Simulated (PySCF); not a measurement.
CH2O3, SMILES OC(=O)O.

The structure is a stationary point at B3LYP-D3(BJ)/def2-SVP. Other conformers were not sampled.

These are TDA-PBE/def2-SVPD (PySCF) values and carry that method's errors.

Vertical excitations. Isolated molecule, no solvent. State labels are in the subgroup C2v.

Estimate the UV-visible absorptions. (The exact figures need the calculation; the answer reports its results.)


```tsv
state	symmetry	energy (eV)	λ (nm)	f	main pairs
S1	B2	6.45	192	0.041	HOMO→LUMO 99 %
S2	A2	6.72	184	0.000	HOMO→LUMO+1 100 %
S3	B1	7.31	170	0.000	HOMO−1→LUMO 100 %
S4	A1	7.38	168	0.001	HOMO→LUMO+2 95 %
S5	A2	8.09	153	0.000	HOMO−2→LUMO 91 %
S6	A2	8.21	151	0.000	HOMO−1→LUMO+2 91 %
S7	B2	8.84	140	0.004	HOMO→LUMO+3 96 %
S8	B1	8.97	138	0.022	HOMO−2→LUMO+2 100 %
S9	B2	9.07	137	0.036	HOMO→LUMO+4 68 %, HOMO−2→LUMO+1 26 %
S10	A1	9.09	136	0.203	HOMO−1→LUMO+1 67 %, HOMO−1→LUMO+5 21 %
T1	A2	6.27	198	0	HOMO→LUMO+1 100 %
T2	B2	6.29	197	0	HOMO→LUMO 100 %
T3	A1	6.73	184	0	HOMO−1→LUMO+1 98 %
T4	A1	7.17	173	0	HOMO→LUMO+2 99 %
```
Triplets are in the Tamm–Dancoff approximation.
